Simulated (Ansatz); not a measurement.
Calculated with Ansatz (gas phase, PBE0-D4/def2-TZVP geometries, no zero-point term in ΔE). CBS: MP2 limit from def2 TZ/QZ plus the TZ coupled-cluster correction, frozen cores. This one scheme is used for every species. Functionals use def2-TZVPP. For Br outer-core shells are correlated without core-valence functions, which leaves a few kJ/mol of doubt a bond. Scalar relativity is left out up to krypton. One conformer a species, not always the lowest.

`C[NH][Al]([F])[Br]` + CH₄ → `C[NH][Al]([CH3])[F]` + HBr  (formal exchange of groups at the Al–Br bond)

(1) Is it downhill or uphill in electronic energy at CCSD(T)/CBS, and by how much? (Estimate.)

(2) What do these levels give: r2SCAN-D4, r2SCAN0-D4, ωB97M-V, B2PLYP, r2SCAN, CCSD(T)/def2-SVP? (An estimate is asked.)

Largest T1 diagnostic among the species: 0.011.

## Answers

(1) Computed: Uphill: ΔE = +163.8 kJ/mol.

(2) Computed: r2SCAN-D4 164.8, r2SCAN0-D4 167.5, ωB97M-V 159.6, B2PLYP 163.7, r2SCAN 165.0, CCSD(T)/def2-SVP 161.9 kJ/mol.

From PBE to PBE0 (25 % exact exchange), in def2-TZVPP and without D4, ΔE moves by +6.4 kJ/mol. In def2-TZVPP, CCSD(T) changes the Hartree–Fock value by −19.2 kJ/mol (the triples alone add −1.6 kJ/mol) and MP2 by −13.3 kJ/mol.
